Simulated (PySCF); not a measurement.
First SCF of a structure search on triplet PtN2, at a hand-made side-on geometry. PySCF input:

```python
from pyscf import gto, scf, dft
mol = gto.M(atom='''
Pt     0.000000     0.000000     0.000000
N      0.600000     0.000000     1.885643
N     -0.600000     0.000000     1.885643''',
    basis={'Pt': 'def2-TZVP', 'N': 'def2-TZVP'},
    ecp={'Pt': 'def2-TZVP'},
    charge=0, spin=2)
mf = dft.UKS(mol, xc='PBE0')
mf.grids.atom_grid = (50, 194)
aux = {'Pt': 'def2-universal-JKFIT', 'N': 'def2-universal-JKFIT'}
mf = mf.density_fit(auxbasis=aux)
mf.conv_tol = 1e-08
mf.diis_space = 10
mf.max_cycle = 60
mf.init_guess = 'minao'
mf.verbose = 4
mf.kernel()
```

Excerpt of the output (cycles alone):

```
init E= -213.600547432805
cycle= 1 E= -227.740585163532  delta_E= -14.1  |g|= 1.29  |ddm|= 6.15
cycle= 2 E= -210.821127939054  delta_E= 16.9  |g|=  4.4  |ddm|= 27.1
cycle= 3 E= -228.63665685797  delta_E= -17.8  |g|= 0.178  |ddm|=   27
cycle= 4 E= -228.633971065557  delta_E= 0.00269  |g|= 0.213  |ddm|= 0.267
cycle= 5 E= -228.650991007422  delta_E= -0.017  |g|= 0.114  |ddm|= 0.105
cycle= 6 E= -228.657974343037  delta_E= -0.00698  |g|= 0.0295  |ddm|= 0.112
cycle= 7 E= -228.65872172135  delta_E= -0.000747  |g|= 0.00813  |ddm|= 0.0501
cycle= 8 E= -228.658858372265  delta_E= -0.000137  |g|= 0.00477  |ddm|= 0.0204
cycle= 9 E= -228.659031312945  delta_E= -0.000173  |g|= 0.00359  |ddm|= 0.0366
cycle= 10 E= -228.659119231694  delta_E= -8.79e-05  |g|= 0.00291  |ddm|= 0.0304
cycle= 11 E= -228.659163119674  delta_E= -4.39e-05  |g|= 0.000912  |ddm|= 0.027
cycle= 12 E= -228.65917214842  delta_E= -9.03e-06  |g|= 0.000297  |ddm|= 0.0143
cycle= 13 E= -228.659173052911  delta_E= -9.04e-07  |g|= 9.76e-05  |ddm|= 0.00607
cycle= 14 E= -228.659173067096  delta_E= -1.42e-08  |g|= 1.52e-05  |ddm|= 0.000383
cycle= 15 E= -228.659173067508  delta_E= -4.12e-10  |g|= 4.85e-06  |ddm|= 0.000113
Extra cycle  E= -228.659173067479  delta_E= 2.92e-11  |g|= 1.04e-05  |ddm|= 1.36e-05
converged SCF energy = -228.659173067479  <S^2> = 2.0072399  2S+1 = 3.0048227
```

No lower solution of this spin was found from smeared starts or by a stability analysis within the unrestricted form.

With open d or f shells other occupations or spin states may lie lower. No spin–orbit coupling is included, which matters more the heavier the element.

The search for the lowest solution, 3 starts and the stability check together, took of the order of 40 core-seconds on a shared host.
